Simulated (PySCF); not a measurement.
Te(SMe)2 (C2H6S2Te), SMILES [Te](SC)SC.

Geometry optimised at B3LYP-D3(BJ)/def2-SVP. The def2 effective core potentials stand for the cores of Te; spin–orbit coupling is left out. One conformer was computed; it need not be the lowest.

These are TDDFT-B3LYP/def2-SVPD run with PySCF values and carry that method's errors.

Vertical excitations. Gas-phase values at a fixed geometry. State labels are in the subgroup Cs.

Computed excitation energies, oscillator strengths and character:
```tsv
state	symmetry	energy (eV)	λ (nm)	f	main pairs
S1	A'	3.35	370	0.003	HOMO→LUMO 100 %
S2	A"	3.49	355	0.000	HOMO→LUMO+1 93 %
S3	A"	3.70	335	0.015	HOMO−1→LUMO 74 %, HOMO−2→LUMO+1 21 %
S4	A'	3.81	325	0.007	HOMO−1→LUMO+1 56 %, HOMO−2→LUMO 43 %
S5	A'	3.98	312	0.000	HOMO−2→LUMO 57 %, HOMO−1→LUMO+1 43 %
S6	A"	4.61	269	0.094	HOMO−2→LUMO+1 72 %, HOMO−1→LUMO 16 %
S7	A'	5.69	218	0.033	HOMO→LUMO+2 88 %
S8	A"	5.74	216	0.011	HOMO→LUMO+3 67 %, HOMO−3→LUMO+1 24 %
S9	A'	5.81	213	0.046	HOMO→LUMO+4 60 %, HOMO−3→LUMO 28 %
S10	A"	5.83	213	0.004	HOMO−4→LUMO 52 %, HOMO−3→LUMO+1 18 %, HOMO−1→LUMO+2 13 %, HOMO→LUMO+3 12 %
T1	A'	2.72	456	0	HOMO→LUMO 99 %
T2	A"	2.98	417	0	HOMO→LUMO+1 94 %
T3	A"	3.09	401	0	HOMO−1→LUMO 87 %
T4	A'	3.33	372	0	HOMO−2→LUMO 65 %, HOMO−1→LUMO+1 34 %
```
Triplets are in the Tamm–Dancoff approximation, which puts them higher than full response would, so one can lie above its singlet here.
